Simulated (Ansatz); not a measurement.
Computed with Ansatz on PBE0-D4/def2-TZVP structures; ΔE is electronic, products minus reactants. CBS: MP2 limit from def2 TZ/QZ plus the TZ coupled-cluster correction, frozen cores. def2 core potentials past Kr. For Sb outer-core shells are correlated without core-valence functions, which leaves a few kJ/mol of doubt a bond.

Consider the redistribution: `[SiH3][Sb]([SiH3])[Cl]` + `FC1=C[SiH2]O1` → `[SiH3]C1=C[SiH2]O1` + `[F][Sb]([SiH3])[Cl]`.

```json
{"species": "`[SiH3][Sb]([SiH3])[Cl]`", "MP2/CBS(def2) energy (Eh)": "-1281.51672"}
{"species": "`FC1=C[SiH2]O1`", "MP2/CBS(def2) energy (Eh)": "-541.87240"}
{"species": "`[SiH3]C1=C[SiH2]O1`", "MP2/CBS(def2) energy (Eh)": "-732.93880"}
{"species": "`[F][Sb]([SiH3])[Cl]`", "MP2/CBS(def2) energy (Eh)": "-1090.47031"}
```

Q: Work out ΔE.

A: ΔE = (-732.93880) + (-1090.47031) − (-1281.51672) − (-541.87240) = -0.01999 Eh = -12.5 kcal/mol. CCSD(T)/CBS gives -12.7 kcal/mol.

Q: What do rigid-rotor, harmonic-oscillator terms from PBE0-D4/def2-TZVP frequencies (298.15 K, 1 bar) make of the CCSD(T)/CBS value? (Estimate.)

A: The calculation gave: ΔZPE = -0.6 kcal/mol, ΔH = -13.3 kcal/mol, ΔS = -1 J/(mol·K), ΔG = -13.2 kcal/mol.

Largest T1 diagnostic among the species: 0.014.

From r2SCAN to r2SCAN0 (25 % exact exchange), in def2-TZVPP and without D4, ΔE moves by +2.3 kcal/mol. Leaving LDA and LC-ωPBE aside and taking each functional with its dispersion term where it has one, the values, not all of them listed here, spread over 8.2 kcal/mol, from BLYP-D4 to HSE06-D4. LDA lies +4.6 kcal/mol from PBE without D4.
